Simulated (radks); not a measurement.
Effect of the nuclear size on the molybdenum ion Mo+, [Kr] 4d5. Method: Dirac Kohn-Sham, relativistic LDA (MacDonald-Vosko exchange, VWN5 correlation), spin-unpolarised, spherical densities, finite nucleus; open shells are shared between the two j in proportion to 2j + 1; Fermi nuclear charge, rms radius 4.4091 fm; computed with a radial shooting solver on a logarithmic mesh with Libxc functionals. The rms radius is varied about that value; shifts are against it.

| rms radius (fm) | total energy shift (eV) | density at nucleus (e/bohr^3) | 1s1/2 shift (meV) | 2s1/2 shift (meV) | 4s1/2 shift (meV) | 5s1/2 (empty) shift (meV) |
|---|---|---|---|---|---|---|
| 3.6419 | -0.469 | 9.177e+04 | -197 | -21.1 | -0.637 | -0.073 |
| 4.1842 | -0.146 | 9.04e+04 | -61.3 | -6.57 | -0.198 | -0.023 |
| 4.4091 | 0 | 8.989e+04 | 0.000 | 0.000 | 0.000 | 0.000 |
| 4.6604 | 0.171 | 8.935e+04 | 71.9 | 7.71 | 0.232 | 0.026 |
| 5.4056 | 0.727 | 8.793e+04 | 306 | 32.8 | 0.988 | 0.112 |

Slopes of the eigenvalues against <r^2> in GHz/fm^2, as finite differences over the two radii next to the reference (eigenvalue slopes, not the field-shift constants of lines): 1s1/2 7640, 2s1/2 820, 4s1/2 24.7, 5s1/2 (empty) 2.81.
